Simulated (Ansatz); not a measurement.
Consider the substitution at a C–Si bond: `C/C([SiH3])=N\[SiH3]` + HCl → `C/C(Cl)=N\[SiH3]` + SiH₄.

Program: Ansatz. Geometries: PBE0-D4/def2-TZVP. ΔE: electronic, gas phase. CCSD(T)/CBS is the MP2 limit (def2-TZVPP, def2-QZVPP) plus CCSD(T) − MP2 in def2-TZVPP, frozen cores. This one scheme is used for every species. Double bonds are as drawn, so ΔE can hold a change between cis and trans. DFT in def2-TZVPP. B3LYP here is the variant with VWN-RPA as its local correlation; programs differ in this.

```tsv
level	ΔE (kJ/mol)	difference from CCSD(T)/CBS
PBE-D4	-4.1	-9.6
r2SCAN-D4	-6.7	-12.2
PBE0-D4	-0.9	-6.4
B3LYP-D4	-1.1	-6.6
ωB97X-V	-1.2	-6.7
ωB97M-V	0.6	-4.9
B2PLYP	-3.1	-8.6
PBE	-7.0	-12.5
r2SCAN	-7.7	-13.2
PBE0	-3.6	-9.1
MP2/def2-TZVPP	0.0	-5.5
CCSD/def2-TZVPP	6.2	0.7
HF/def2-QZVPP	-1.0	-6.5
MP2/def2-QZVPP	0.6	-4.9
SCS-MP2/def2-QZVPP	1.0	-4.5
MP2/CBS(def2)	0.8	-4.7
CCSD(T)/CBS	5.5	0
```

Largest T1 diagnostic among the species: 0.013.

From PBE to PBE0 (25 % exact exchange), in def2-TZVPP and without D4, ΔE moves by +3.4 kJ/mol. The D4 term adds +4.5 kJ/mol with B3LYP and +2.8 kJ/mol with PBE0; it sums over pairs of atoms, weighted by their polarisabilities, and B3LYP, whose exchange is more repulsive, gets the larger term.
